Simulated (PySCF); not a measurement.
Yb⁵⁷⁺: ionisation energy

Yb⁵⁷⁺ [Ne] 3s2 3p1 [3p1/2^1, M_J = 1/2] → Yb⁵⁸⁺ [Ne] 3s2, as a difference of total energies. Calculation: PySCF 2.14, in an uncontracted even-tempered set (18 s from 17 bohr⁻², ratio 2.4; 14 p from 22 bohr⁻², ratio 2.4; 4 d from 73 bohr⁻², ratio 2.6; 4 f from 110 bohr⁻², ratio 2.6); the two-component X2C-1e Hamiltonian. Correlated levels: 1s2 frozen; the 54 highest virtual spinors dropped. "Screened" scales the spin-orbit matrix elements by Boettger's factors to mimic the two-electron term; Breit and QED terms are absent.

```json
{"method": "GHF (spin-free)", "ionisation energy (eV)": "5666.5"}
{"method": "GMP2 (spin-free)", "ionisation energy (eV)": "5667.1"}
{"method": "GHF (screened spin-orbit)", "ionisation energy (eV)": "5866.8"}
{"method": "GMP2 (screened spin-orbit)", "ionisation energy (eV)": "5866.9"}
```

Breit and QED terms and the two-electron picture change are absent.

The spin-free rows lack the spin-orbit shift.

For comparison: 5860 ± 6 eV (theoretical estimate listed by NIST; NIST Atomic Spectra Database, ionization energies).
